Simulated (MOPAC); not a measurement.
A run for MOPAC: PM3 on H4N2OSi (a complex).

```
PM3 1SCF PRECISE CHARGE=0 THREADS=1
H4N2OSi

N      0.50565064 1     0.47640010 1    -1.19338060 1
N      0.49268073 1     0.56277065 1    -0.10672647 1
O      0.39899896 1     0.74553450 1     3.08253297 1
Si    -0.36404330 1    -0.54492566 1     3.77055063 1
H      0.47563018 1     0.76975217 1     2.12467259 1
H     -1.77105360 1    -0.66155866 1     3.31027065 1
H     -0.33454178 1    -0.31118676 1     5.22795521 1
H      0.32268432 1    -1.82301293 1     3.45434476 1
```

Program output:

```
*******************************************************************************
 **                                                                           **
 **                              MOPAC v23.2.5                                **
 **                                                                           **
 *******************************************************************************
 ** MOPAC's Digital Object Identifier: https://doi.org/10.5281/zenodo.6511958 **
 **                                                                           **
 ** Please cite the open-source release paper for use of this MOPAC version:  **
 ** J. E. Moussa and J. J. P. Stewart (2026)                                  **
 ** MOPAC: An open-source semiempirical molecular orbital program             **
 ** J. Open Source Softw., 11(119), 8025, https://doi.org/10.21105/joss.08025 **
 *******************************************************************************

                              PM3 CALCULATION RESULTS

 *******************************************************************************
 *  PM3        - The PM3 Hamiltonian to be used
 *
 *
 *
 *                 CHARGE ON SYSTEM = 0
 *
 *
 *
 *  PRECISE    - TIGHTER CRITERIA TO BE USED
 *  1SCF       - DO 1 SCF AND THEN STOP
 *  THREADS=1  - MULTI-THREADING NOT USED
 *  T=         - A TIME OF 172800.0 SECONDS REQUESTED
 *  DUMP=N     - RESTART FILE WRITTEN EVERY 7200.0 SECONDS REQUESTED
 *******************************************************************************
PM3 1SCF PRECISE CHARGE=0 THREADS=1
 H4N2OSi

   ATOM   CHEMICAL          X               Y               Z
  NUMBER   SYMBOL      (ANGSTROMS)     (ANGSTROMS)     (ANGSTROMS)

     1       N          0.50565064  *   0.47640010  *  -1.19338060  *
     2       N          0.49268073  *   0.56277065  *  -0.10672647  *
     3       O          0.39899896  *   0.74553450  *   3.08253297  *
     4      Si         -0.36404330  *  -0.54492566  *   3.77055063  *
     5       H          0.47563018  *   0.76975217  *   2.12467259  *
     6       H         -1.77105360  *  -0.66155866  *   3.31027065  *
     7       H         -0.33454178  *  -0.31118676  *   5.22795521  *
     8       H          0.32268432  *  -1.82301293  *   3.45434476  *



          CARTESIAN COORDINATES

    NO.       ATOM           X           Y           Z

     1         N          0.5057      0.4764     -1.1934
     2         N          0.4927      0.5628     -0.1067
     3         O          0.3990      0.7455      3.0825
     4        Si         -0.3640     -0.5449      3.7706
     5         H          0.4756      0.7698      2.1247
     6         H         -1.7711     -0.6616      3.3103
     7         H         -0.3345     -0.3112      5.2280
     8         H          0.3227     -1.8230      3.4543

  H: (PM3): J. J. P. STEWART, J. COMP. CHEM. 10, 209 (1989).
  N: (PM3): J. J. P. STEWART, J. COMP. CHEM. 10, 209 (1989).
  O: (PM3): J. J. P. STEWART, J. COMP. CHEM. 10, 209 (1989).
 Si: (PM3): J. J. P. STEWART, J. COMP. CHEM. 10, 209 (1989).

           Empirical Formula: H4 N2 O Si  =     8 atoms



      MOLECULAR POINT GROUP   :   Cs


      RHF CALCULATION, NO. OF DOUBLY OCCUPIED LEVELS = 12


 -------------------------------------------------------------------------------
 PM3 1SCF PRECISE CHARGE=0 THREADS=1
 H4N2OSi



     1SCF WAS SPECIFIED, SO BFGS WAS NOT USED
     SCF FIELD WAS ACHIEVED


                              PM3 CALCULATION
                                                       MOPAC v23.2.5 Linux




          FINAL HEAT OF FORMATION =        -42.46713 KCAL/MOL =    -177.68248 KJ/MOL


          COSMO AREA              =        128.42 SQUARE ANGSTROMS
          COSMO VOLUME            =        111.50 CUBIC ANGSTROMS

          IONIZATION POTENTIAL    =         10.005466 EV
          HOMO LUMO ENERGIES (EV) =        -10.005  0.438
          NO. OF FILLED LEVELS    =         12
          MOLECULAR WEIGHT        =         76.1299         POINT GROUP:  Cs

          MOLECULAR DIMENSIONS (Angstroms)

            Atom       Atom       Distance
            H     7    N     1     6.52378
            O     3    H     6     2.50745
            H     8    O     3     2.10469


          SCF CALCULATIONS        =          1





   ATOM   CHEMICAL          X               Y               Z
  NUMBER   SYMBOL      (ANGSTROMS)     (ANGSTROMS)     (ANGSTROMS)

     1       N          0.50565064  *   0.47640010  *  -1.19338060  *
     2       N          0.49268073  *   0.56277065  *  -0.10672647  *
     3       O          0.39899896  *   0.74553450  *   3.08253297  *
     4      Si         -0.36404330  *  -0.54492566  *   3.77055063  *
     5       H          0.47563018  *   0.76975217  *   2.12467259  *
     6       H         -1.77105360  *  -0.66155866  *   3.31027065  *
     7       H         -0.33454178  *  -0.31118676  *   5.22795521  *
     8       H          0.32268432  *  -1.82301293  *   3.45434476  *

                             CARTESIAN COORDINATES

   1    N        0.505650640     0.476400100    -1.193380600
   2    N        0.492680730     0.562770650    -0.106726470
   3    O        0.398998960     0.745534500     3.082532970
   4   Si       -0.364043300    -0.544925660     3.770550630
   5    H        0.475630180     0.769752170     2.124672590
   6    H       -1.771053600    -0.661558660     3.310270650
   7    H       -0.334541780    -0.311186760     5.227955210
   8    H        0.322684320    -1.823012930     3.454344760


           Empirical Formula: H4 N2 O Si  =     8 atoms



      MOLECULAR POINT GROUP   :   Cs


                  EIGENVALUES
 -35.48852 -32.86595 -17.18576 -15.81342 -15.78178 -15.77489 -15.16347 -13.93358
 -13.27129 -12.66345 -10.65166 -10.00547   0.43829   0.43868   1.01863   2.01608
   2.47619   2.51763   5.60487   6.36608


              NET ATOMIC CHARGES AND DIPOLE CONTRIBUTIONS

  ATOM NO.   TYPE          CHARGE      No. of ELECS.   s-Pop       p-Pop
    1          N           0.012433        4.9876     1.77489     3.21267
    2          N          -0.003852        5.0039     1.76910     3.23475
    3          O          -0.500007        6.5000     1.75098     4.74903
    4         Si           0.685713        3.3143     0.90728     2.40701
    5          H           0.209728        0.7903     0.79027
    6          H          -0.147768        1.1478     1.14777
    7          H          -0.108557        1.1086     1.10856
    8          H          -0.147690        1.1477     1.14769
 DIPOLE           X         Y         Z       TOTAL
 POINT-CHG.    -0.455    -0.867    -0.439     1.073
 HYBRID         0.080     0.064    -0.675     0.682
 SUM           -0.374    -0.802    -1.114     1.423


          ATOMIC ORBITAL ELECTRON POPULATIONS

     Atom    s        px        py        pz
    1  N   1.77489   0.99472   0.99614   1.22181
    2  N   1.76910   1.00535   1.00661   1.22279
    3  O   1.75098   1.84043   1.62066   1.28794
    4 Si   0.90728   0.81642   0.73901   0.85158
    5  H   0.79027
    6  H   1.14777
    7  H   1.10856
    8  H   1.14769

 **********************
 *                    *
 * JOB ENDED NORMALLY *
 *                    *
 **********************




 == MOPAC DONE ==
```

The run finished.

Cost: roughly 0.020 core-seconds.
